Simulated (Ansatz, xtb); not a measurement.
# Relaxing a trial structure of C3H10B2OS

The starting geometry of this gas-phase singlet was built from a drawn formula by distance geometry and a force field; its bonds are those of `BB(OC)SCC`.

```
atom    x (Å)    y (Å)    z (Å)
   C  -0.0159   2.3371  -1.9443
   C  -1.1300  -0.7003   0.0013
   C  -2.0940  -1.8755   0.2648
   B   1.0133   1.8707   1.2380
   B  -0.3448   1.8928   0.3770
   O  -0.4502   2.8628  -0.7398
   S  -1.7986   0.7394   0.8396
   H   1.1524   1.1265   2.1946
   H   1.9580   2.6514   1.0205
   H  -0.7173   1.4807  -2.3087
   H  -0.0912   3.0712  -2.7113
   H   0.9869   1.9311  -1.8966
   H  -0.1761  -1.0073   0.3350
   H  -1.0780  -0.5307  -1.1174
   H  -3.1022  -1.6724  -0.1352
   H  -2.1121  -2.0580   1.3515
   H  -1.7133  -2.8186  -0.2604
```

Where would you expect an optimisation with r2SCAN-D4/def2-SVP to take it?

It keeps its bonds, and is `BB(OC)SCC`.

The energy falls by 2.21 eV over 46 steps:

```tsv
step	E − E(last) (eV)
1	2.212
6	1.019
11	0.577
16	0.112
21	0.035
26	0.014
31	0.002
36	0.001
41	0.000
46	0.000
```

Final geometry (Å):

| atom | x (Å) | y (Å) | z (Å) |
| --- | --- | --- | --- |
| C | -0.3100 | 3.0396 | -2.1402 |
| C | -1.0010 | -0.8824 | 0.5060 |
| C | -2.1764 | -1.8399 | 0.4033 |
| B | 1.1761 | 1.1177 | 1.0410 |
| B | 0.2335 | 1.5470 | -0.2956 |
| O | 0.4756 | 2.6720 | -1.0186 |
| S | -1.1535 | 0.4481 | -0.7606 |
| H | 2.1467 | 0.3985 | 0.9433 |
| H | 0.8913 | 1.4626 | 2.1677 |
| H | -1.3654 | 3.1858 | -1.8530 |
| H | 0.0873 | 3.9822 | -2.5420 |
| H | -0.2659 | 2.2649 | -2.9247 |
| H | -0.9688 | -0.4161 | 1.5051 |
| H | -0.0498 | -1.4138 | 0.3413 |
| H | -2.2194 | -2.3076 | -0.5927 |
| H | -3.1299 | -1.3169 | 0.5745 |
| H | -2.0835 | -2.6410 | 1.1537 |

From the same start GFN2-xTB ends elsewhere, differing in B4–S7 (2.08 against 3.02 Å here).

No frequencies were run, so the end isn't proven a minimum. Run with Ansatz 0.2.0, 3.3 min on 4 threads of Arm Neoverse N1, with other jobs on the host.
